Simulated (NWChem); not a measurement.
Polarisability of F2Ge

```xyz
3

Ge     0.0000     0.0000    -0.4160
F      1.3105     0.0000     0.7395
F     -1.3105     0.0000     0.7395
```
Charge 0, spin multiplicity 1.

The numbers come from NWChem runs, not from measurements. All single points use one geometry, from PBE0/def2-SVP, a minimum by its harmonic frequencies.

Basis set: 6-31G*. Static limit. This basis has no diffuse functions, which lowers polarisabilities.

The Hamiltonian is non-relativistic. B3LYP has NWChem's definition, with VWN1-RPA local correlation. The Pople sets run with spherical d functions. The structure started from a generated list of species.

**Question.** One of these methods gave an isotropic polarisability of 23.78 bohr³. Which?
(A) LDA (SVWN5)
(B) B3LYP
(C) PBE
(D) HF

**Answer.** D, HF. The others give 25.10 (LDA (SVWN5)), 25.60 (PBE), 24.68 (B3LYP).
